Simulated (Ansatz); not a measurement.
Ansatz (a quantum-chemistry and plane-wave program) input (wB97X-V/def2-TZVP):

Ansatz 0.2 input:
```yaml
crystal:
  periodic: [false, false, false]
  atoms:
    - {symbol: Mo, position_ang: [0.00012306, -0.00274550, -0.04528548]}
    - {symbol: H, position_ang: [1.38830734, 0.05997238, 0.95463428]}
    - {symbol: H, position_ang: [-1.39347596, 0.05533854, 0.94735578]}
basis:
  gaussian:
    orbitals: def2-TZVP
hamiltonian:
  xc: {name: wB97X-V}
magnetization: {spin_polarized: true, initial_magnetization: 4}
relax: {f_tol: 0.003, max_steps: 100}
```

End of the output:

```
integrals: 0.03 GiB planned
428 factors; their error is unknown
integrals: 0.06 GiB planned
144 factors; integrals over basis functions are off by at most 1.2e-5 eV
mean field: 0.26 GiB planned
mean field evaluation 1: about -1883.1730 eV, gradient 1.2e1 eV
mean field evaluation 2: about -1883.6583 eV, gradient 8.1e0 eV
mean field evaluation 4: about -1883.9606 eV, gradient 8.1e-1 eV
mean field evaluation 8: about -1883.9829 eV, gradient 4.0e-2 eV
mean field evaluation 16: about -1884.0351 eV, gradient 9.8e-5 eV
mean field -1884.03511684 eV, -69.2370134991 hartree, gradient 8.9e-6 eV, S^2 6.025027; 0 other end points of the search recorded, 0 dependent functions left out
the calculation of the forces begins
reference -1884.03511623 eV, -69.2370134767 hartree; 10, 6 occupied and 42, 46 virtual orbitals, 428 factors
relax step   1: F+E_penalty+E_count = -1884.03511684 eV  Δ(F+E_penalty+E_count) = +0.000e0 eV  max|allowed force component| = 9.649e-3 eV/Å  Δτ_max = 0.0000 Å  (42 SCF iters, accepted)
these checks for a lower state are left out or cut short: starts, cluster_reference, orbital_swaps, neighbouring_geometries, increment
integrals: 0.03 GiB planned
428 factors; their error is unknown
integrals: 0.06 GiB planned
144 factors; integrals over basis functions are off by at most 1.2e-5 eV
mean field: 0.26 GiB planned
mean field -1884.03513937 eV, -69.2370143270 hartree, gradient 2.0e-5 eV, S^2 6.025153; 0 other end points of the search recorded, 0 dependent functions left out
the calculation of the forces begins
reference -1884.03513876 eV, -69.2370143046 hartree; 10, 6 occupied and 42, 46 virtual orbitals, 428 factors
relax step   2: F+E_penalty+E_count = -1884.03513937 eV  Δ(F+E_penalty+E_count) = -2.253e-5 eV  max|allowed force component| = 2.362e-3 eV/Å  Δτ_max = 0.0041 Å  (41 SCF iters, accepted)
integrals: 0.03 GiB planned
428 factors; their error is unknown
integrals: 0.06 GiB planned
144 factors; integrals over basis functions are off by at most 1.2e-5 eV
mean field: 0.26 GiB planned
mean field evaluation 32: about -1883.9255 eV, gradient 1.4e0 eV
mean field -1884.03513937 eV, -69.2370143270 hartree, gradient 1.9e-5 eV, S^2 6.025153; 1 other end points of the search recorded, 0 dependent functions left out
the calculation of the forces begins
reference -1884.03513876 eV, -69.2370143046 hartree; 10, 6 occupied and 42, 46 virtual orbitals, 428 factors
Total energy: -1884.03513876 eV, -69.2370143046 hartree
Atom 0 at     0.000116    -0.002591    -0.042738 Å, force     0.000002    -0.000055    -0.000902 eV/Å
Atom 1 at     1.392216     0.059902     0.953371 Å, force    -0.002362     0.000023     0.000445 eV/Å
Atom 2 at    -1.397377     0.055255     0.946072 Å, force     0.002359     0.000031     0.000457 eV/Å
Dipole moment:     0.001861    -0.041508    -0.684652 e Å
```

The spin state was set by rule; other spins were not relaxed.
